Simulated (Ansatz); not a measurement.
Consider the atomization: `FC[CH](F)[SnH3]` → 2 C• + 2 F• + 6 H• + Sn•.

Computed with Ansatz on PBE0-D4/def2-TZVP structures; ΔE is electronic, products minus reactants. CCSD(T)/CBS is the MP2 limit (def2-TZVPP, def2-QZVPP) plus CCSD(T) − MP2 in def2-TZVPP, frozen cores. This one scheme is used for every species, atoms too. DFT in def2-TZVPP. Open shells (•) are unrestricted, without spin–orbit coupling. Spin–orbit coupling would lower the free atoms: a little for C, F; strongly for Sn. def2 core potentials past Kr. For Sn outer-core shells are correlated without core-valence functions, so the limit isn't a true one: a few kJ/mol of doubt a bond, and 10 to 20 or more in all where bonds break to atoms. One conformer a species, not always the lowest.

```csv
level,ΔE (kJ/mol),difference from CCSD(T)/CBS
PBE-D4,3691.5,58.6
r2SCAN-D4,3623.2,-9.7
PBE0-D4,3613.2,-19.7
ωB97X-V,3642.5,9.6
ωB97M-V,3625.0,-7.9
B2PLYP,3567.1,-65.8
PBE,3671.2,38.3
PBE0,3596.1,-36.8
MP2/def2-TZVPP,3573.7,-59.2
SCS-MP2/def2-TZVPP,3553.2,-79.7
CCSD/def2-TZVPP,3485.5,-147.4
HF/def2-QZVPP,2573.6,-1059.3
MP2/def2-QZVPP,3627.6,-5.3
HF/CBS(def2),2574.3,-1058.6
MP2/CBS(def2),3664.7,31.8
CCSD/CBS(def2),3576.5,-56.4
CCSD(T)/CBS,3632.9,0
```

Largest T1 diagnostic among the species: 0.013.

In def2-TZVPP, CCSD(T) changes the Hartree–Fock value by +973.0 kJ/mol (the triples alone add +56.4 kJ/mol) and MP2 by +1004.9 kJ/mol; breaking electron pairs costs correlation energy, which Hartree–Fock lacks. The D4 term adds +32.6 kJ/mol with B3LYP and +17.1 kJ/mol with PBE0; it sums over pairs of atoms, weighted by their polarisabilities, and B3LYP, whose exchange is more repulsive, gets the larger term. From PBE to PBE0 (25 % exact exchange), in def2-TZVPP and without D4, ΔE moves by −75.1 kJ/mol: exact exchange takes away binding that semilocal exchange gives to molecules.

B3LYP here is the variant with VWN-RPA as its local correlation; programs differ in this.

For atomizations the MP2-based limit and the directly extrapolated one differ by several kJ/mol either way, and by 10 to 25 for some Ge, Se and Sn compounds, so smaller differences from it don't rank the levels.
